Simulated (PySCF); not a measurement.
SnO2, SMILES [O]=[Sn]=[O]. The structure is a stationary point at r2SCAN-D4/def2-TZVP. The def2 effective core potentials stand for the cores of Sn; spin–orbit coupling is left out.

Calculation: r2SCAN-D4/def2-TZVP in PySCF.

Harmonic wavenumbers (cm⁻¹): 154, 154, 789, 904. Rotational constants (GHz): 4.832 (linear); symmetry number 2.

### Question
Work out the zero-point energy and the ideal-gas rigid-rotor harmonic-oscillator thermochemistry at 298.15 K and 1 atm.

### Answer
ZPE = ½ Σ hcν = ½ × 2001 cm⁻¹ = 2.86 kcal/mol. H − E(el) = 5.82 kcal/mol. Entropy in cal/(mol K): translation 40.94, rotation 14.84, vibration 5.60, total 61.38. G − E(el) = -12.48 kcal/mol. Cp = 11.92 cal/(mol K).
